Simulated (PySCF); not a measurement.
The multiplicity was assumed; other spin states weren't computed. def2 core potentials replace the inner electrons of Au.

Delta-SCF ions had no search for a lower state. Excitations are Tamm–Dancoff values on a coarser integration grid. The basis has no diffuse functions, so Rydberg states are missing or too high.

Cartesian coordinates (Å):
SMILES: [Au][S][SiH2][SiH2][S][Au]
```xyz
10

Au    -3.2615    -2.9315     0.6396
S     -2.4871    -0.9606    -0.1955
Si    -0.4147    -1.0234     0.4298
Si     0.4138     1.0249    -0.4275
S      2.4899     0.9546     0.1848
Au     3.2633     2.9283    -0.6446
H      0.3553    -2.1696    -0.1678
H     -0.2420    -1.0528     1.9241
H     -0.3492     2.1718     0.1775
H      0.2319     1.0583    -1.9206
```
Charge 0, multiplicity 1.

What is the computed T1 excitation (TDA), S1–T1 gap (TDA) and vertical electron affinity (Delta-SCF) (PBE-D3(BJ)/def2-TZVP // PBE-D3(BJ)/def2-SVP (PySCF 2.14.0))?


- T1 excitation (TDA) = 1.29 eV
- S1–T1 gap (TDA) = 0.23 eV
- vertical electron affinity (Delta-SCF) = 2.52 eV
